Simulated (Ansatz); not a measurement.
Ansatz (an electronic-structure program) input (B3LYP-D3(BJ)/def2-TZVP):

Ansatz 0.2 input:
```yaml
crystal:
  periodic: [false, false, false]
  atoms:
    - {symbol: C, position_ang: [0.12026251, -1.86660365, -0.24068930]}
    - {symbol: C, position_ang: [-0.24383394, -0.44652703, -0.03073980]}
    - {symbol: O, position_ang: [0.86067522, 0.30643938, 0.49835078]}
    - {symbol: C, position_ang: [1.01532803, 0.20386912, 1.89865822]}
    - {symbol: O, position_ang: [-0.58768795, 0.10541032, -1.25763867]}
    - {symbol: C, position_ang: [-1.09991473, 1.42722792, -1.17890027]}
    - {symbol: H, position_ang: [0.08394055, -2.56965841, 0.57797369]}
    - {symbol: H, position_ang: [0.57510914, -2.15559629, -1.17670378]}
    - {symbol: H, position_ang: [-1.07790458, -0.34562818, 0.68686364]}
    - {symbol: H, position_ang: [1.30728189, -0.80540919, 2.20920667]}
    - {symbol: H, position_ang: [0.09188384, 0.47899737, 2.42451049]}
    - {symbol: H, position_ang: [1.80468802, 0.89788059, 2.18243684]}
    - {symbol: H, position_ang: [-1.96986888, 1.46822299, -0.51201636]}
    - {symbol: H, position_ang: [-1.40818667, 1.70196452, -2.18553020]}
    - {symbol: H, position_ang: [-0.34189259, 2.12663083, -0.82241116]}
basis:
  gaussian:
    orbitals: def2-TZVP
hamiltonian:
  xc: b3lyp
  dispersion: d3bj
magnetization: {spin_polarized: true, initial_magnetization: 1}
phonons: {temperatures: {t_min: 298.15, t_max: 298.15, t_step: 100}}
```

Output:

```
Functional definition: B3LYP
integrals: 0.17 GiB planned
1418 factors; their error is unknown
0.34 GiB of the device are held for the grids
1.32 GiB of device memory are held for the factors and their scratch space
mean field: 1.59 GiB planned
mean field evaluation 1: about -8380.1174 eV, gradient 4.8e1 eV
mean field evaluation 2: about -8374.9984 eV, gradient 5.9e1 eV
mean field evaluation 4: about -8389.9430 eV, gradient 3.0e0 eV
mean field evaluation 8: about -8389.9551 eV, gradient 4.4e-1 eV
mean field evaluation 16: about -8389.9557 eV, gradient 3.2e-4 eV
mean field -8389.95567112 eV, -308.3251839976 hartree, gradient 1.3e-5 eV, S^2 0.753940; 0 other end points of the search recorded, 0 dependent functions left out
the calculation of the forces begins
reference -8389.95597576 eV, -308.3251951929 hartree; 25, 24 occupied and 215, 216 virtual orbitals, 1418 factors
these checks for a lower state are left out or cut short: stability, starts, cluster_reference, orbital_swaps, neighbouring_geometries, increment
integrals: 0.17 GiB planned
1418 factors; their error is unknown
0.34 GiB of the device are held for the grids
1.32 GiB of device memory are held for the factors and their scratch space
mean field: 1.59 GiB planned
mean field -8389.95562387 eV, -308.3251822612 hartree, gradient 2.6e-6 eV, S^2 0.753943; 0 other end points of the search recorded, 0 dependent functions left out
the calculation of the forces begins
reference -8389.95592852 eV, -308.3251934569 hartree; 25, 24 occupied and 215, 216 virtual orbitals, 1418 factors
these checks for a lower state are left out or cut short: stability, starts, cluster_reference, orbital_swaps, neighbouring_geometries, increment
integrals: 0.17 GiB planned
1418 factors; their error is unknown
0.34 GiB of the device are held for the grids
1.32 GiB of device memory are held for the factors and their scratch space
mean field: 1.59 GiB planned
mean field evaluation 32: about -8389.9556 eV, gradient 2.4e-6 eV
mean field -8389.95562543 eV, -308.3251823183 hartree, gradient 2.6e-6 eV, S^2 0.753938; 0 other end points of the search recorded, 0 dependent functions left out
the calculation of the forces begins
reference -8389.95593006 eV, -308.3251935133 hartree; 25, 24 occupied and 215, 216 virtual orbitals, 1418 factors
these checks for a lower state are left out or cut short: stability, starts, cluster_reference, orbital_swaps, neighbouring_geometries, increment
integrals: 0.17 GiB planned
1418 factors; their error is unknown
0.34 GiB of the device are held for the grids
1.32 GiB of device memory are held for the factors and their scratch space
mean field: 1.59 GiB planned
mean field -8389.95543805 eV, -308.3251754321 hartree, gradient 2.7e-6 eV, S^2 0.753946; 0 other end points of the search recorded, 0 dependent functions left out
the calculation of the forces begins
reference -8389.95574269 eV, -308.3251866278 hartree; 25, 24 occupied and 215, 216 virtual orbitals, 1418 factors
these checks for a lower state are left out or cut short: stability, starts, cluster_reference, orbital_swaps, neighbouring_geometries, increment
integrals: 0.17 GiB planned
1418 factors; their error is unknown
0.34 GiB of the device are held for the grids
1.32 GiB of device memory are held for the factors and their scratch space
mean field: 1.59 GiB planned
mean field -8389.95558703 eV, -308.3251809073 hartree, gradient 2.6e-6 eV, S^2 0.753935; 0 other end points of the search recorded, 0 dependent functions left out
[...]
mean field -8389.95565990 eV, -308.3251835850 hartree, gradient 2.6e-6 eV, S^2 0.753940; 0 other end points of the search recorded, 0 dependent functions left out
the calculation of the forces begins
reference -8389.95596456 eV, -308.3251947810 hartree; 25, 24 occupied and 215, 216 virtual orbitals, 1418 factors
these checks for a lower state are left out or cut short: stability, starts, cluster_reference, orbital_swaps, neighbouring_geometries, increment
integrals: 0.17 GiB planned
1418 factors; their error is unknown
0.34 GiB of the device are held for the grids
1.32 GiB of device memory are held for the factors and their scratch space
mean field: 1.59 GiB planned
mean field -8389.95566488 eV, -308.3251837680 hartree, gradient 2.6e-6 eV, S^2 0.753941; 0 other end points of the search recorded, 0 dependent functions left out
the calculation of the forces begins
reference -8389.95596957 eV, -308.3251949652 hartree; 25, 24 occupied and 215, 216 virtual orbitals, 1418 factors
these checks for a lower state are left out or cut short: stability, starts, cluster_reference, orbital_swaps, neighbouring_geometries, increment
integrals: 0.17 GiB planned
1418 factors; their error is unknown
0.34 GiB of the device are held for the grids
1.32 GiB of device memory are held for the factors and their scratch space
mean field: 1.58 GiB planned
mean field -8389.95563155 eV, -308.3251825432 hartree, gradient 2.6e-6 eV, S^2 0.753940; 0 other end points of the search recorded, 0 dependent functions left out
the calculation of the forces begins
reference -8389.95593614 eV, -308.3251937367 hartree; 25, 24 occupied and 215, 216 virtual orbitals, 1418 factors
these checks for a lower state are left out or cut short: stability, starts, cluster_reference, orbital_swaps, neighbouring_geometries, increment
integrals: 0.17 GiB planned
1418 factors; their error is unknown
0.34 GiB of the device are held for the grids
1.32 GiB of device memory are held for the factors and their scratch space
mean field: 1.59 GiB planned
mean field -8389.95556080 eV, -308.3251799434 hartree, gradient 2.6e-6 eV, S^2 0.753940; 0 other end points of the search recorded, 0 dependent functions left out
the calculation of the forces begins
reference -8389.95586540 eV, -308.3251911370 hartree; 25, 24 occupied and 215, 216 virtual orbitals, 1418 factors
these checks for a lower state are left out or cut short: stability, starts, cluster_reference, orbital_swaps, neighbouring_geometries, increment
integrals: 0.17 GiB planned
1418 factors; their error is unknown
0.34 GiB of the device are held for the grids
1.32 GiB of device memory are held for the factors and their scratch space
mean field: 1.58 GiB planned
mean field -8389.95559700 eV, -308.3251812735 hartree, gradient 2.6e-6 eV, S^2 0.753940; 0 other end points of the search recorded, 0 dependent functions left out
the calculation of the forces begins
reference -8389.95590169 eV, -308.3251924707 hartree; 25, 24 occupied and 215, 216 virtual orbitals, 1418 factors
these checks for a lower state are left out or cut short: stability, starts, cluster_reference, orbital_swaps, neighbouring_geometries, increment
integrals: 0.17 GiB planned
1418 factors; their error is unknown
0.34 GiB of the device are held for the grids
1.32 GiB of device memory are held for the factors and their scratch space
mean field: 1.59 GiB planned
mean field evaluation 608: about -8389.9772 eV, gradient 4.3e-1 eV
mean field -8389.95560454 eV, -308.3251815509 hartree, gradient 2.6e-6 eV, S^2 0.753940; 0 other end points of the search recorded, 0 dependent functions left out
the calculation of the forces begins
reference -8389.95590921 eV, -308.3251927470 hartree; 25, 24 occupied and 215, 216 virtual orbitals, 1418 factors
these checks for a lower state are left out or cut short: stability, starts, cluster_reference, orbital_swaps, neighbouring_geometries, increment
integrals: 0.17 GiB planned
1418 factors; their error is unknown
0.34 GiB of the device are held for the grids
1.32 GiB of device memory are held for the factors and their scratch space
mean field: 1.59 GiB planned
mean field -8389.95561915 eV, -308.3251820875 hartree, gradient 2.6e-6 eV, S^2 0.753941; 0 other end points of the search recorded, 0 dependent functions left out
the calculation of the forces begins
reference -8389.95592377 eV, -308.3251932820 hartree; 25, 24 occupied and 215, 216 virtual orbitals, 1418 factors
these checks for a lower state are left out or cut short: stability, starts, cluster_reference, orbital_swaps, neighbouring_geometries, increment
integrals: 0.17 GiB planned
1418 factors; their error is unknown
0.34 GiB of the device are held for the grids
1.32 GiB of device memory are held for the factors and their scratch space
mean field: 1.59 GiB planned
mean field -8389.95565185 eV, -308.3251832891 hartree, gradient 2.6e-6 eV, S^2 0.753941; 0 other end points of the search recorded, 0 dependent functions left out
the calculation of the forces begins
reference -8389.95595652 eV, -308.3251944858 hartree; 25, 24 occupied and 215, 216 virtual orbitals, 1418 factors
these checks for a lower state are left out or cut short: stability, starts, cluster_reference, orbital_swaps, neighbouring_geometries, increment
integrals: 0.17 GiB planned
1418 factors; their error is unknown
0.34 GiB of the device are held for the grids
1.32 GiB of device memory are held for the factors and their scratch space
mean field: 1.59 GiB planned
mean field -8389.95558854 eV, -308.3251809625 hartree, gradient 2.6e-6 eV, S^2 0.753940; 0 other end points of the search recorded, 0 dependent functions left out
the calculation of the forces begins
reference -8389.95589314 eV, -308.3251921565 hartree; 25, 24 occupied and 215, 216 virtual orbitals, 1418 factors
these checks for a lower state are left out or cut short: stability, starts, cluster_reference, orbital_swaps, neighbouring_geometries, increment
integrals: 0.17 GiB planned
1418 factors; their error is unknown
0.34 GiB of the device are held for the grids
1.32 GiB of device memory are held for the factors and their scratch space
mean field: 1.59 GiB planned
mean field evaluation 640: about -8389.9556 eV, gradient 5.6e-3 eV
mean field -8389.95562756 eV, -308.3251823968 hartree, gradient 2.6e-6 eV, S^2 0.753940; 0 other end points of the search recorded, 0 dependent functions left out
the calculation of the forces begins
reference -8389.95593220 eV, -308.3251935921 hartree; 25, 24 occupied and 215, 216 virtual orbitals, 1418 factors
these checks for a lower state are left out or cut short: stability, starts, cluster_reference, orbital_swaps, neighbouring_geometries, increment
integrals: 0.17 GiB planned
1418 factors; their error is unknown
0.34 GiB of the device are held for the grids
1.32 GiB of device memory are held for the factors and their scratch space
mean field: 1.59 GiB planned
mean field -8389.95566651 eV, -308.3251838281 hartree, gradient 2.6e-6 eV, S^2 0.753941; 0 other end points of the search recorded, 0 dependent functions left out
the calculation of the forces begins
reference -8389.95597115 eV, -308.3251950235 hartree; 25, 24 occupied and 215, 216 virtual orbitals, 1418 factors
Total energy: -8390.41253211 eV, -308.3419733293 hartree
Atom 0 at     0.120263    -1.866604    -0.240689 Å, force    -0.000720    -0.000143     0.000579 eV/Å
Atom 1 at    -0.243834    -0.446527    -0.030740 Å, force     0.001664    -0.002118     0.000479 eV/Å
Atom 2 at     0.860675     0.306439     0.498351 Å, force    -0.000740    -0.000038    -0.000827 eV/Å
Atom 3 at     1.015328     0.203869     1.898658 Å, force     0.000120     0.000028     0.000335 eV/Å
Atom 4 at    -0.587688     0.105410    -1.257639 Å, force    -0.000175    -0.000217    -0.000512 eV/Å
Atom 5 at    -1.099915     1.427228    -1.178900 Å, force    -0.000437     0.001232    -0.000461 eV/Å
Atom 6 at     0.083941    -2.569658     0.577974 Å, force     0.000254     0.000440    -0.000302 eV/Å
Atom 7 at     0.575109    -2.155596    -1.176704 Å, force    -0.000036     0.000401     0.000262 eV/Å
Atom 8 at    -1.077905    -0.345628     0.686864 Å, force    -0.000043     0.000579    -0.000189 eV/Å
Atom 9 at     1.307282    -0.805409     2.209207 Å, force     0.000128     0.000121    -0.000025 eV/Å
Atom 10 at     0.091884     0.478997     2.424510 Å, force     0.000157    -0.000155     0.000223 eV/Å
Atom 11 at     1.804688     0.897881     2.182437 Å, force    -0.000180    -0.000078     0.000357 eV/Å
Atom 12 at    -1.969869     1.468223    -0.512016 Å, force     0.000235    -0.000067    -0.000047 eV/Å
Atom 13 at    -1.408187     1.701965    -2.185530 Å, force    -0.000035     0.000147     0.000130 eV/Å
Atom 14 at    -0.341893     2.126631    -0.822411 Å, force    -0.000192    -0.000135    -0.000003 eV/Å
Dipole moment:    -0.145001     0.038880     0.359613 e Å
Vibrations: 71.43 115.00 138.39 171.78 191.73 277.85 311.29 368.20 514.64 537.69 598.05 846.39 906.99 1056.94 1097.21 1122.77 1155.58 1174.09 1176.33 1206.22 1245.03 1364.15 1392.45 1452.67 1471.41 1476.28 1484.39 1489.78 1509.70 1512.66 2904.36 2980.30 2994.87 3028.46 3074.98 3115.30 3128.67 3162.79 3275.11 cm⁻¹, zero-point energy 3.415884 eV
```

It need not be the lowest isomer of its formula.
